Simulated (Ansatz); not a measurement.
A run for Ansatz (a program for electronic structure): R-CCSD(T)/aug-cc-pV(T+d)Z on H4OSi (SMILES O[SiH3]). Files ending in .json are basis or fitting sets from the Basis Set Exchange.

Ansatz 0.2 input:
```yaml
crystal:
  periodic: [false, false, false]
  atoms:
    - {symbol: O, position_ang: [-0.59876268, -0.25367282, 2.77268860]}
    - {symbol: Si, position_ang: [-0.28560654, 0.22117594, 4.30184043]}
    - {symbol: H, position_ang: [-1.46504848, -0.53200895, 2.48594503]}
    - {symbol: H, position_ang: [-1.09076451, 1.39910459, 4.62554414]}
    - {symbol: H, position_ang: [1.13743725, 0.50927562, 4.23808677]}
    - {symbol: H, position_ang: [-0.60487857, -0.86642430, 5.22673706]}
basis:
  gaussian:
    orbitals: aug-cc-pV_T+d_Z.json
magnetization: {spin_polarized: false}
correlation: {method: ccsd_t, electrons: outside_noble_gas}
scf: {lower_state_search: off}
```

Problem. Give the final energy of this run.

Solution. -366.6331 hartree (reference determinant -366.2126, T1 diagnostic 0.011).

Problem. How many basis functions does it have, and what does it roughly cost on one machine?

Solution. 193 functions; about 40 core-seconds (a rough figure).
